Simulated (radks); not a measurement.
Spherical quantum dot in the effective-mass picture: electrons in a parabolic well V = omega^2 r^2 / 2 with omega = 0.892, with a point charge +1 (a donor) at the centre, all in effective atomic units (hartree* = m*/eps^2 hartree, bohr* = eps/m* bohr), one dielectric constant everywhere. Method: non-relativistic Kohn-Sham, LDA (Slater exchange, Perdew-Wang correlation), spin-polarised, spherical densities; computed with a radial shooting solver with Libxc functionals. Levels are named by radial order and angular momentum (1s, 1p, 1d, 2s, ...), and open shells are averaged over m. Results are scaled to m* = 0.144 and eps = 6.4, for which hartree* = 95.67 meV and bohr* = 2.352 nm.

N = 29, configuration 1s2 1p6 1d10 2s2 1f(up 7, down 2). This is the lowest configuration that the search found. Occupied and some empty levels:

level,occupation,eigenvalue (meV),<r> (nm)
1s up,1,1131.4,3.545
1s down,1,1132.9,3.463
1p up,3,1180.6,5.459
1p down,3,1184.1,5.405
2s up,1,1208.0,5.378
2s down,1,1211.3,5.416
1d up,5,1221.1,6.330
1d down,5,1225.3,6.310
1f up,7,1264.4,6.945
1f down,2,1268.9,6.944
2p up,0,1273.0,5.953
2p down,0,1275.7,5.979
1g up,0,1311.4,7.440
1g down,0,1315.9,7.451
2d up,0,1328.6,6.613
2d down,0,1331.4,6.621

Energy (meV): total 21841.4, kinetic 2327.6, external 6785.8, Hartree 13927, exchange-correlation -1199.2.
